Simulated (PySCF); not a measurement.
Correlation energy of W⁴²⁺ (tungsten, charge +42)

Starting occupation: [Ar] 3d10 4s2 4p2, 4p1/2 with m_j = -1/2, +1/2. Calculation: PySCF 2.14, in an uncontracted even-tempered set (16 s from 5.3 bohr⁻², ratio 2.8; 13 p from 6.9 bohr⁻², ratio 2.8; 8 d from 12 bohr⁻², ratio 2.8; 4 f from 30 bohr⁻², ratio 3); X2C-1e with screened-nucleus spin-orbit coupling, Gaussian nucleus. Frozen: [Ne]; 22 electrons correlated; the 72 highest virtual spinors left out.

MP2 pair energies summed by pair of shells (mhartree):

| pair | energy | share (%) |
| --- | --- | --- |
| 3d3/2-3d5/2 | -185.05 | 20.0 |
| 3d5/2-3d5/2 | -132.01 | 14.3 |
| 3d5/2-3p3/2 | -65.82 | 7.1 |
| 3d3/2-3d3/2 | -56.05 | 6.1 |
| 3d3/2-3p3/2 | -44.46 | 4.8 |
| 4p1/2-4s1/2 | -41.22 | 4.5 |
| 3d5/2-4s1/2 | -40.71 | 4.4 |
| 3d5/2-4p1/2 | -40.45 | 4.4 |
| 4s1/2-4s1/2 | -34.36 | 3.7 |
| 4p1/2-4p1/2 | -31.53 | 3.4 |
| 3d3/2-4p1/2 | -25.64 | 2.8 |
| 3d3/2-4s1/2 | -25.15 | 2.7 |
| 3p3/2-3p3/2 | -25.13 | 2.7 |
| 3d5/2-3p1/2 | -24.88 | 2.7 |
| 3d5/2-3s1/2 | -22.58 | 2.4 |
| 3p1/2-3p3/2 | -21.30 | 2.3 |
| 3p3/2-4p1/2 | -17.07 | 1.8 |
| 3d3/2-3p1/2 | -16.38 | 1.8 |
| 3p3/2-4s1/2 | -16.29 | 1.8 |
| 3d3/2-3s1/2 | -15.08 | 1.6 |
| 3p3/2-3s1/2 | -12.02 | 1.3 |
| 3p1/2-3s1/2 | -5.51 | 0.6 |
| 3p1/2-3p1/2 | -5.21 | 0.6 |
| 3p1/2-4s1/2 | -5.15 | 0.6 |
| 3p1/2-4p1/2 | -4.70 | 0.5 |
| 3s1/2-4p1/2 | -3.82 | 0.4 |
| 3s1/2-3s1/2 | -3.58 | 0.4 |
| 3s1/2-4s1/2 | -3.32 | 0.4 |

Total MP2 correlation energy: -924.45 mhartree.

At this charge the one-electron X2C treatment keeps the bare 1/r₁₂, with no two-electron picture change or Breit term. The effect here is smaller than on the frozen 1s shell.
